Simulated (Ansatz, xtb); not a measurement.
Species: sum formula SrOH, net charge 0, doublet state. It need not be the lowest isomer of its formula. 
Coordinates optimised at B3LYP-D3(BJ)/def2-TZVP (Ansatz, an electronic-structure program):
SMILES: [OH][Sr]
```xyz
3

Sr     0.0000     0.0000    -0.4258
O      0.0000     0.0000     1.6917
H      0.0000     0.0000     2.6479
```
Charge 0, spin multiplicity 2.

Harmonic wavenumbers from GFN2-xTB (xtb, at its own minimum), cm⁻¹: 199, 199, 519, 3699.

Problem. Give the harmonic wavenumbers at B3LYP-D3(BJ)/def2-TZVP (Ansatz, finite differences of forces, unscaled).

Solution. 368, 368, 531, 3916 cm⁻¹. Zero-point energy 7.4 kcal/mol.

Problem. From these and the geometry, give the ideal-gas thermochemistry at 298.15 K and 1 atm (rigid rotor, harmonic oscillator).

Solution. Point group C∞v, rotational symmetry number 1. Rotational constants 7.411, 7.411 GHz. S(trans) 39.85, S(rot) 15.36, S(vib) 2.77, S(elec, spin only) 1.38, S 59.4 cal/(mol K). H(298) - H(0) 2.63 kcal/mol; G - E(el) -7.7 kcal/mol.
